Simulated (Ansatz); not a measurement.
`[SiH3][SiH2]SS` → 6 H• + 2 S• + 2 Si•  (atomization)

Program: Ansatz. Geometries: PBE0-D4/def2-TZVP. ΔE: electronic, gas phase. CBS: MP2 limit from def2 TZ/QZ plus the TZ coupled-cluster correction, frozen cores. This one scheme is used for every species, atoms too. For atomizations the MP2-based limit and the directly extrapolated one differ by several kJ/mol either way, and by 10 to 25 for some Ge, Se and Sn compounds, so smaller differences from it don't rank the levels. Functionals use def2-TZVPP. B3LYP here is the variant with VWN-RPA as its local correlation; programs differ in this. HSE06 is defined as in plane-wave codes. No spin–orbit coupling; open shells (•) take unrestricted orbitals. Spin–orbit coupling would lower the free atoms: a little for S, Si. One conformer a species, not always the lowest.

Question: What is ΔE at CCSD(T)/CBS? (An estimate is asked.)

Answer: The calculation gave: +2839.4 kJ/mol.

Question: What do these levels give: PBE-D4, r2SCAN-D4, HSE06-D4, ωB97X-V, ωB97M-V, B3LYP, MP2/def2-SVP, CCSD/def2-TZVPP, CCSD(T)/def2-TZVPP, MP2/def2-QZVPP, HF/CBS(def2), CCSD/CBS(def2)? (Estimate.)

Answer: Computed: PBE-D4 2833.9, r2SCAN-D4 2843.2, HSE06-D4 2814.3, ωB97X-V 2869.5, ωB97M-V 2848.3, B3LYP 2780.0, MP2/def2-SVP 2547.6, CCSD/def2-TZVPP 2703.7, CCSD(T)/def2-TZVPP 2743.9, MP2/def2-QZVPP 2789.0, HF/CBS(def2) 2056.9, CCSD/CBS(def2) 2799.2 kJ/mol.

Question: What do rigid-rotor, harmonic-oscillator terms from PBE0-D4/def2-TZVP frequencies (298.15 K, 1 bar) make of the CCSD(T)/CBS value? (An estimate is asked.)

Answer: The calculation gave: ΔZPE = -139.4 kJ/mol, ΔH = +2737.7 kJ/mol, ΔS = 986 J/(mol·K), ΔG = +2443.8 kJ/mol. Open shells count their whole term as degenerate.

Largest T1 diagnostic among the species: 0.013.

Leaving LDA and LC-ωPBE aside and taking each functional with its dispersion term where it has one, the values, not all of them listed here, spread over 99.1 kJ/mol, from B2PLYP to B97M-V. LDA lies +381.4 kJ/mol from PBE without D4, its usual overbinding. In def2-TZVPP, CCSD(T) changes the Hartree–Fock value by +692.5 kJ/mol (the triples alone add +40.2 kJ/mol) and MP2 by +681.2 kJ/mol; breaking electron pairs costs correlation energy, which Hartree–Fock lacks.
